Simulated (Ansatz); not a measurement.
Total energies of C$_{7}$H$_{18}$GeO$_{3}$, SMILES `CC[O][Ge]([CH3])([O]CC)[O]CC`.

| atom | x (Å) | y (Å) | z (Å) |
| --- | --- | --- | --- |
| C1 | 2.152 | 2.520 | -0.576 |
| C2 | 0.713 | 2.172 | -0.287 |
| O3 | 0.415 | 0.922 | -0.878 |
| Ge4 | -1.125 | 0.121 | -0.507 |
| C5 | -2.698 | 1.101 | -1.030 |
| O6 | -1.246 | -0.112 | 1.241 |
| C7 | -0.280 | -0.874 | 1.939 |
| C8 | -0.587 | -0.816 | 3.415 |
| O9 | -1.016 | -1.429 | -1.335 |
| C10 | 0.129 | -1.842 | -2.060 |
| C11 | 1.203 | -2.418 | -1.165 |
| H12 | 2.408 | 3.490 | -0.140 |
| H13 | 2.325 | 2.567 | -1.653 |
| H14 | 2.819 | 1.765 | -0.155 |
| H15 | 0.544 | 2.138 | 0.798 |
| H16 | 0.052 | 2.953 | -0.692 |
| H17 | -2.806 | 1.992 | -0.411 |
| H18 | -2.624 | 1.391 | -2.078 |
| H19 | -3.574 | 0.467 | -0.894 |
| H20 | -0.296 | -1.914 | 1.590 |
| H21 | 0.729 | -0.484 | 1.748 |
| H22 | -1.583 | -1.216 | 3.614 |
| H23 | -0.555 | 0.216 | 3.774 |
| H24 | 0.142 | -1.402 | 3.981 |
| H25 | -0.218 | -2.602 | -2.767 |
| H26 | 0.540 | -1.011 | -2.644 |
| H27 | 2.032 | -2.802 | -1.767 |
| H28 | 1.599 | -1.653 | -0.494 |
| H29 | 0.804 | -3.240 | -0.566 |

The species carries charge 0 and has multiplicity 1. Correlated methods include outer-core shells of Ge, which these sets cover unevenly. Scalar relativity is left out up to krypton. The geometry is a stationary point of PBE0-D4/def2-TZVP. It is one conformer, not always the lowest. Basis def2-TZVPP, the Gaussian-basis code of Ansatz.

RPA on PBE orbitals: Hartree–Fock energy of these orbitals -2575.65644 Eh, correlation -3.53479 Eh (frozen core).

| functional | energy without D4 (Eh) | D4 term (kJ/mol) |
| --- | --- | --- |
| PBE | -2579.57944 | -69.7 |
| revPBE | -2580.19553 | -206.1 |
| BLYP | -2580.37723 | -147.1 |
| r2SCAN | -2580.24410 | -20.7 |
| B3LYP | -2580.59493 | -109.0 |
| r2SCAN0 | -2580.16947 | -23.8 |
| HSE06 (plane-wave form) | -2579.65970 | -56.4 |
| BHLYP | -2580.22562 | -81.3 |
| CAM-B3LYP | -2580.42621 | -61.4 |
| LC-ωPBE | -2579.96754 | – |
| ωB97X-V | -2580.20234 | – |
| ωB97M-V | -2580.19553 | – |
| B2PLYP | -2579.75782 | – |
| PBE-QIDH | -2579.30406 | – |

Task: Give the same for LDA (SPW92), B97M-V, PBE0, r2SCANh. (Best estimate.)

Result: Computed: 
```csv
functional,energy without D4 (Eh),D4 term (kJ/mol)
LDA (SPW92),-2573.13640,–
B97M-V,-2580.09138,–
PBE0,-2579.68666,-60.3
r2SCANh,-2580.21303,-21.8
```

B3LYP takes the VWN-RPA correlation (the form of Gaussian; ORCA's B3LYP/G). HSE06 is the plane-wave form, built on full-range PBE exchange. The double hybrids freeze the cores in their second-order part.

LC-ωPBE has ω = 0.4 bohr⁻¹.
